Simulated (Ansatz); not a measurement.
Complex (SMILES): F (HF) with N#N (N2), atoms 1 to 2 the first; geometry from B3LYP-D3(BJ)/def2-TZVP, monomers rigid:
```xyz
4

F      0.3830    -0.0965     0.2212
H     -0.2809     0.0249    -0.4159
N     -2.5150     0.4344    -2.5571
N     -1.7349     0.2913    -1.8098
```

How fast the counterpoise-corrected interaction energy converges with the basis for several methods (Ansatz, an electronic-structure program): deviation from each method's own reference, in kcal/mol. References: B3LYP -2.05 kcal/mol, the value in aug-pcseg-3; CCSD(T) -2.37 kcal/mol, Hartree-Fock in aug-cc-pVQZ plus the correlation part extrapolated as X^-3 from aug-cc-pVTZ and aug-cc-pVQZ; HF -0.93 kcal/mol, the value in aug-pcseg-3; MP2 -2.45 kcal/mol, Hartree-Fock in aug-cc-pVQZ plus the correlation part extrapolated as X^-3 from aug-cc-pVTZ and aug-cc-pVQZ; PBE -2.55 kcal/mol, the value in aug-pcseg-3. Cartesian d functions, on some or all atoms, in 6-31G*, 6-31+G*; all else is spherical. In correlated methods cores are frozen. No added dispersion term, no relativity. 

```
basis              functions  B3LYP  CCSD(T)     HF    MP2    PBE
-----------------  ---------  -----  -------  -----  -----  -----
STO-3G                    16   1.62     3.65   1.53   3.15   1.82
3-21G                     29  -0.92    -0.06  -1.31  -0.21  -0.71
cc-pVDZ                   47  -0.02     0.69  -0.02   0.55   0.10
6-31G*                    47   0.30     1.03   0.25   0.85   0.40
6-31+G*                   59   0.15     0.89   0.19   0.78   0.18
6-311+G**                 72  -0.02     0.60  -0.04   0.55   0.01
jun-cc-pV(T+d)Z          131   0.01     0.23   0.03   0.20   0.02
def2-TZVPPD              131   0.01     0.22   0.02   0.20   0.00
6-311++G(3df,3pd)        135   0.03     0.29   0.07   0.26   0.05
cc-pVQZ                  195  -0.01     0.16   0.00   0.12   0.01
def2-QZVPP               201  -0.06     0.11  -0.03   0.08  -0.05
pcseg-3                  213  -0.02     0.09  -0.01   0.07  -0.03
```

Mean absolute deviation over 6-311+G**, jun-cc-pV(T+d)Z, def2-TZVPPD, 6-311++G(3df,3pd): B3LYP 0.02, PBE 0.02, HF 0.04, MP2 0.30, CCSD(T) 0.33 kcal/mol.
